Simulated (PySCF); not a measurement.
Br2OV, neutral, multiplicity 2. Atoms are numbered in the order given.

```xyz
4

V      0.0000     0.0000     0.6195
O      0.0000     0.0000     2.1684
Br     0.0000    -2.0626    -0.4514
Br     0.0000     2.0626    -0.4514
```
Charge 0, spin multiplicity 2.

Coordinates come from a B3LYP-D3(BJ)/def2-SVP optimisation. The multiplicity is an assumed one; other spin states were not compared.

Method: PBE/def2-TZVP in PySCF.

Atomic charges (e):

| atom | Mulliken | Löwdin | Mulliken spin |
|---|---|---|---|
| V1 | 0.97 | ? | 1.18 |
| O2 | -0.38 | ? | -0.09 |
| Br3 | -0.29 | ? | -0.04 |
| Br4 | -0.29 | ? | -0.04 |

### Question
What belongs in the gaps? (An estimate is asked for; the answer gives what the named calculation found.)

### Answer

- V1, Löwdin: -0.28
- O2, Löwdin: -0.09
- Br3, Löwdin: 0.19
- Br4, Löwdin: 0.19
